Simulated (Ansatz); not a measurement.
Species: C$_{2}$H$_{9}$OSi$_{2}$, charge 0, multiplicity 2. It need not be the lowest isomer of its formula. 
Geometry from a B3LYP-D3(BJ)/def2-TZVP (Ansatz, a program for electronic structure) optimisation:
```
Si
O 1 1.6539
Si 2 1.6360 1 147.27
H 3 1.4790 2 108.48 1 -172.39
H 3 1.4818 4 109.44 2 120.52
H 3 1.4832 4 109.27 5 118.99
C 1 1.8774 2 107.04 3 175.87
H 7 1.0906 1 111.29 2 59.95
H 7 1.0916 8 108.33 1 -122.11
H 7 1.0950 8 108.19 9 -117.32
C 1 1.8818 2 108.94 3 55.62
H 11 1.0910 1 111.62 2 -61.07
H 11 1.0917 12 108.10 1 122.02
H 11 1.0951 12 108.14 13 117.04
```
Charge 0, spin multiplicity 2.

Total electronic energies in hartree. Valence correlation only, unless marked. UHF or UKS for open shells. No spin-orbit coupling. No relativistic terms. CBS marks a two-point X^-3 extrapolation of the correlation energy; Hartree-Fock from the larger set. The bracket is a focal-point correction in the basis named.

```tsv
level	program	energy (Eh)
HF/6-31G*	Ansatz	-733.73243
SVWN5/def2-TZVPD	Ansatz	-732.33674
revPBE-D4/def2-TZVPD	Ansatz + dftd4	-735.83175
revPBE/def2-TZVPD	Ansatz	-735.79768
r2SCAN-D3(BJ)/def2-TZVPD	Ansatz + dftd3	-735.84119
PBE0/STO-3G	Ansatz	-726.73908
PBE0-D3(BJ)/def2-TZVPD	Ansatz + dftd3	-735.55794
PBE0-D4/def2-TZVP	Ansatz + dftd4	(withheld)
r2SCANh-D4/def2-TZVPD	Ansatz + dftd4	-735.83143
r2SCAN0-D4/def2-TZVPD	Ansatz + dftd4	-735.81858
HSE06-D3(BJ)/def2-TZVPD	Ansatz + dftd3	-735.53392
HSE06/def2-TZVPD	Ansatz	-735.52551
CAM-B3LYP-D4/def2-TZVPD	Ansatz + dftd4	-735.92916
LC-wPBE-D3(BJ)/def2-TZVPD	Ansatz + dftd3	-735.71594
MP2/cc-pwCVTZ	Ansatz	-734.70769
RI-MP2/cc-pV(Q+d)Z	Ansatz	-734.77035
SCS-MP2/STO-3G	Ansatz	-725.35482
SCS-MP2/cc-pV(D+d)Z	Ansatz	-734.44488
SCS-MP2/cc-pVTZ	Ansatz	-734.69384
CCSD/STO-3G	Ansatz	-725.40025
CCSD(T)/cc-pV(Q+d)Z	Ansatz	-734.85524
RI-MP2/CBS(cc-pV(T+d)Z,cc-pV(Q+d)Z)+[CCSD(T)-MP2]/cc-pV(Q+d)Z	Ansatz	-734.8973
CCSD(T)/CBS(cc-pV(T+d)Z,cc-pV(Q+d)Z)	Ansatz	-734.8939
```

Task: What belongs in the gaps?

Result: 
- PBE0-D4/def2-TZVP, energy (Eh): -735.55635
